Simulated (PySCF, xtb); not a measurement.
ZnCl, SMILES [Cl][Zn+], charge +1.

Harmonic wavenumbers (cm⁻¹) from GFN2-xTB (xtb 6.7.1) at its own minimum, in rising order: 351.

Q: What does PBE-D3(BJ)/def2-TZVP (PySCF) give at its own minimum? (An estimate is asked for; the answer gives what the named calculation found.)

A: 438. Paired by order, the mean absolute difference is 87 cm⁻¹ and the zero-point energies are 0.5 and 0.6 kcal/mol.
